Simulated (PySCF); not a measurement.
NMR data simulated for an unnamed compound:

$^{1}$H NMR (400 MHz, computed): δ 2.46 (m, 4H), 2.25 (m, 4H), 2.12 (s, 3H).

$^{13}$C{$^{1}$H} NMR (computed): δ 213.7 (C), 109.4 (C), 84.6 (C), 43.0 (CH2), 35.9 (CH2), 6.1 (CH3).

Relativity neglected, gas phase, one conformer, rapidly exchanging positions averaged. Shieldings: GIAO PBE0/pcSseg-1; GFN2-xTB geometry; PySCF 2.14.0 with density-fitted response routines.

References, each an isolated molecule treated in the same way: $^{1}$H (31.72 ppm), $^{13}$C (186.93 ppm) against TMS.

Problem. Which of these does the molecule contain: an OH group, a tert-butyl group, a C≡C triple bond, a ketone, a three-membered ring?

Solution. 
- An OH group: no.
- A tert-butyl group: no.
- A C≡C triple bond: yes (δC 109.4, 84.6).
- A ketone: yes (δC 213.7).
- A three-membered ring: no.

The data belong to SMILES CC#CP1CCC(=O)CC1, C8H11OP; they needn't prove each group on their own.

Carbon signals by region: 1 in the far downfield region (above 160 ppm), 1 in the sp2 and nitrile region (100–160 ppm), 1 at 50–100 ppm, 3 below 50 ppm. Above 160 ppm: 213.7, ketone carbonyl carbon.

Splittings by $^{31}$P in the carbon and heteronuclear signals aren't shown, as no couplings were computed. Shifts are as computed. Against solution values, carbons near 30 ppm lie about +3 ppm off and those near 130 ppm about +5 ppm. Of 1211 compounds with measured shifts, 218 miss one by over three times the rms of a fit or turn the order of signals round; such compounds aren't used in these exercises. Multiplicities follow the n + 1 count of equivalent neighbours, as no J values were calculated; m marks all less simple cases, F and P coupling included.
